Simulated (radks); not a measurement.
Ta3+, 70 electrons, occupied as [Kr] 4d10 4f14 5s2 5p5.75 5d2 6d0.25 (fractional occupations, a model configuration).

All-electron calculation, scalar-relativistic Kohn-Sham, PBEsol, spin-unpolarised, spherical densities, point nucleus. Program: a radial shooting solver on a logarithmic mesh with Libxc functionals.

Energy parts (eV):
total: -424434.08
kinetic: 466384.36
electron-nucleus: -1046309.58
Hartree: 163914.69
exchange-correlation: -8423.56

Orbitals (lengths in bohr, moments of r in powers of bohr):
orbital,occ.,eigenvalue (eV),<r^2>
1s,2,-67378.02,0.0004787
2s,2,-11602.09,0.007376
2p,6,-10171.72,0.006085
3s,2,-2681.283,0.04798
3p,6,-2255.937,0.04868
3d,10,-1759.627,0.04040
4s,2,-570.8454,0.2377
4p,6,-431.3259,0.2708
4d,10,-252.8149,0.3175
4f,14,-55.4374,0.5122
5s,2,-103.4394,1.343
5p,5.75,-69.3757,1.828
5d,2,-30.8274,3.756
6s,0,-28.1258,7.864
6p,0,-20.8311,11.63
6d,0.25,-12.6849,24.00

The highest occupied level is 6d at -12.685 eV. The configuration is held as typed, so some empty levels lie below it. Summed over all electrons, <r^2> = 40.00 bohr^2, which gives a Langevin (diamagnetic) susceptibility term of -31.7 x 10^-6 cm^3/mol. The density falls to 0.001 e/bohr^3 at r = 3.51 bohr.
